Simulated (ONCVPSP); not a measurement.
## C (Z = 6): variants of one ONCV potential

Base potential:

```
Element                 : C
Generator               : ONCVPSP 4.0.1
Type                    : optimised norm-conserving Vanderbilt (ONCV)
Functional              : PBE
Relativity              : scalar-relativistic
Frozen core             : [He]
Valence charge          : 4
Reference configuration : 2s2 (charge +2)
Partial waves           : 2s: rc 1.25 bohr, ncon 4, nbas 7, qcut 5.1 1/bohr, 2 projectors, debl 1.7 Ha; p scattering state at 0.02 Ha: rc 1.05 bohr, ncon 3, nbas 8, qcut 8.2 1/bohr, 3 projectors, debl 2.7 Ha; d scattering state at 0.1 Ha: rc 1.00 bohr, ncon 4, nbas 9, qcut 11.3 1/bohr, 2 projectors, debl 2 Ha
Local potential         : polynomial inside 0.75 bohr (lpopt 5, dvloc0 2 Ha)
Core correction         : Teter function fitted to the true core (icmod 2), fcfact 0.55
```

In the p channel the program set the typed energies aside and used 0.050, 2.750, 5.450 Ha.

Cutoffs, loose and tight: the cutoffs (Ha) at which the residual kinetic energy of the hardest occupied pseudo-wave falls to 1 and 0.1 mHa per electron. They do not see the model core or the augmentation charge, which bear on the density cutoff. Test errors are all-electron minus pseudo excitation energies from the reference, over the configurations 2s2 2p2; 2s2 2p1; 2s1; 2s0 2p4. A dash means not determined; rows that change the core or the reference have their own tests. The largest error is taken over the tests solved by every variant that gives reliable tests at all: 2s1; 2s2 2p1; 2s2 2p2.

```csv
change,outcome,"cutoff, loose","cutoff, tight",bound ghosts,GHOST(+) flags above zero,largest test error (meV)
base,"generated, projector energies reset by the program",37 Ha,74 Ha,none,none,+127
fully relativistic,"generated, projector energies reset by the program",36 Ha,73 Ha,none,none,+124
d: debl 0.7,"generated, projector energies reset by the program",37 Ha,74 Ha,none,none,+127
p: rc 0.94,"generated, projector energies reset by the program",37 Ha,74 Ha,none,p,+111
s: nbas 8,"generated, projector energies reset by the program",34 Ha,104 Ha,none,none,+134
"local potential polynomial inside 0.75 bohr (lpopt 5, dvloc0 -1.5 Ha)","generated, projector energies reset by the program",37 Ha,74 Ha,none,none,+127
s: rc 0.94,"generated, projector energies reset by the program",43 Ha,107 Ha,none,s,+104
d: qcut 9.7,"generated, projector energies reset by the program",37 Ha,74 Ha,none,none,+127
```
